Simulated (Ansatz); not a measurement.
# Ligand exchange: C3H7ClMg + C2H5NO → C3H9MgN + C2H3ClO

Species: C3H7ClMg `C[CH](C)[Mg][Cl]`, singlet; C2H5NO (acetamide) `CC(N)=O`, singlet; C3H9MgN `C[CH](C)[Mg][NH2]`, singlet; C2H3ClO (acetyl chloride) `CC(=O)Cl`, singlet. The partners trade Cl for NH2: Mg–Cl and C–NH2 bonds give way to Mg–NH2 and C–Cl.

Shapes, held fixed at every level: PBE0-D4/def2-TZVP. Flexible molecules stand in one conformer, not always the lowest. Programs: Ansatz 0.2.0. Electronic energies: no zero-point or thermal term.

```
                level                    kind  ΔE (kJ/mol)  less CCSD(T)/def2-TZVPP
  B3LYP-D4/def2-TZVPP           global hybrid       +191.1                     +4.7
r2SCAN0-D4/def2-TZVPP           global hybrid       +203.4                    +17.0
   wB97M-V/def2-TZVPP  range-separated hybrid       +194.0                     +7.6
   wB97X-V/def2-TZVPP  range-separated hybrid       +198.2                    +11.8
    B2PLYP/def2-TZVPP           double hybrid       +190.1                     +3.7
         MP2/def2-SVP     perturbation theory       +205.5                    +19.1
   CCSD(T)/def2-TZVPP   coupled cluster or CI       +186.4                      0.0
```

The highest level, CCSD(T)/def2-TZVPP, gives ΔE = +186.4 kJ/mol; the levels span +186.4 to +205.5. The column of differences is taken from that level and isn't an error. No measured value is set beside it here. Outer-core shells of Mg are correlated in most correlated rows, in sets that cover them unevenly. CCSD(T)/def2-TZVPP lies outside the range of all other levels here, so it shouldn't be taken on trust.
